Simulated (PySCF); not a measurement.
## Distorted geometries of Tl(SH)

Tl(SH) (singlet). PySCF 2.14.0, RKS BP86, Tl def2-SVP with ECP60, S def2-SVP, H def2-SVP; non-relativistic Hamiltonian with scalar-relativistic core potentials where named; density fitting; no spin-orbit coupling. Relaxed geometry:

```xyz
3

Tl    0.0989    0.0000   -0.1784
S    -0.0890    0.0000    2.4445
H     1.2736    0.0000    2.5446
```

Question: Order these distorted geometries by energy above the relaxed one, lowest first.
A.
```xyz
3

Tl    0.0866    0.0046   -0.1719
S    -0.0436   -0.0018    2.4711
H     1.2405   -0.0028    2.5115
```
B.
```xyz
3

Tl    0.0990   -0.1145   -0.3214
S    -0.2107   -0.0489    2.4537
H     1.3952    0.1634    2.6784
```
C.
```xyz
3

Tl    0.0874    0.0810   -0.1521
S     0.0801    0.0375    2.4057
H     1.1160   -0.1185    2.5571
```

Answer: A (0.09 eV), B (0.64 eV), C (2.07 eV).

Question: Which forces (eV/Å) act in the one that lies 0.64 eV up?

Answer: 
```
Tl  -0.06  0.03  0.88
S    3.29  0.40 -0.36
H   -3.23 -0.43 -0.52
```
Forces carry noise of the integration grid, about 0.01 to 0.03 eV/Å.
